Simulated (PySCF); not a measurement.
**Solvent effects on NMR parameters**

Structure with atom numbers: `[CH3:1][C:2]#[C:3][C:4]1=[CH:5][Si@@H:6]([CH3:7])[CH:8]=[CH:9]1`. Hydrogens are named by the atom that carries them.

GIAO PBE0/pcSseg-1 in PySCF 2.14.0 with density-fitted response routines on one PBE0-D3(BJ)/def2-SVP conformer, non-relativistic, equivalent nuclei averaged. Solvents enter as an IEF-PCM continuum (acetone with ε = 20.5) around the gas-phase geometry. Shifts are referred to TMS computed in the same medium.

Gas phase, δ in ppm: C9 159.9, C4 149.7, C5 141.2, C8 136.7, C2 97.7, C3 85.5, C1 5.7, C7 -6.1, Si6 -10.8, H(C9) 6.94, H(C5) 6.42, H(C8) 6.29, H(Si6) 4.76, H(C1) 2.11. Dipole moment 1.01 D.

Question: How does each δ change in the continuum?

Answer: 
```csv
atoms,environment,"Δδ, acetone"
C9,alkene CH,+0.7
C4,fully substituted alkene carbon,+0.2
C5,alkene CH,+2.7
C8,alkene CH,+3.3
C2,alkyne carbon,+4.1
C3,alkyne carbon,-0.8
C1,propargylic methyl carbon,0.0
C7,methyl carbon bonded to Si,0.0
Si6,"silicon bonded to 3 C, H, in a 5-membered ring",+0.9
H(C9),hydrogen on an alkene CH,+0.11
H(C5),hydrogen on an alkene CH,+0.21
H(C8),hydrogen on an alkene CH,+0.30
H(Si6),"hydrogen on a silicon bonded to 3 C, in a 5-membered ring",-0.07
H(C1),hydrogen on a propargylic methyl carbon,+0.16
```

Changes are relative to the gas phase. The dipole moment becomes 1.18 D in acetone.

Question: Which of the listed nuclei move most (in ppm), and what does the model miss?

Answer: C2 (alkyne carbon, +4.1 ppm) in acetone. A continuum only polarises the solute; specific hydrogen bonds, the anisotropy of aromatic solvents and changes of geometry or conformer are outside it.
